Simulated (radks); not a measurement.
Q: Species: Xe II. Configuration: [Kr] 4d9 5s2 5p6 (not the ground configuration). All-electron calculation, scalar-relativistic Kohn-Sham, PBEsol, spin-polarised, spherical densities, point nucleus; open shells are filled with parallel spins first (spin-orbit coupling, left out, can overturn this in heavy ions). Program: a radial shooting solver on a logarithmic mesh with Libxc functionals. Some entries of the table are withheld. Estimate them.

orbital  occ.  eigenvalue (eV)  <r> (bohr)  r(max) (bohr)
1s up       1        -34376.91     0.02666        0.01716
1s down     1        -34376.90     0.02666        0.01716
2s up       1        -5368.248      0.1147        0.09700
2s down     1        -5367.871      0.1146        0.09700
2p up       3        -4819.651      0.1003        0.07782
2p down     3        -4819.354      0.1003        0.07781
3s up       1        -1113.749      0.3065         0.2790
3s down     1        -1113.543      0.3065         0.2790
3p up       3        -936.6368      0.3045         0.2729
3p down     3        -936.4065      0.3044         0.2729
3d up       5        -674.0074      0.2808         0.2258
3d down     5        -673.6718      0.2808         0.2258
4s up       1        -215.9372      0.7132         0.6596
4s down     1        -214.8325      0.7133         0.6595
4p up       3        -159.4544         (1)         0.6911
4p down     3        -158.3587         (2)         0.6910
4d up       5         -76.8619      0.8603         0.7424
4d down     4         -75.8278      0.8618         0.7424
5s up       1         -31.3764       1.767          1.574
5s down     1         -31.1394       1.775          1.579
5p up       3         -18.5052         (3)          1.809
5p down     3         -18.3740         (4)          1.816

A: 
(1) 4p up <r> (bohr): 0.7592
(2) 4p down <r> (bohr): 0.7595
(3) 5p up <r> (bohr): 2.097
(4) 5p down <r> (bohr): 2.106
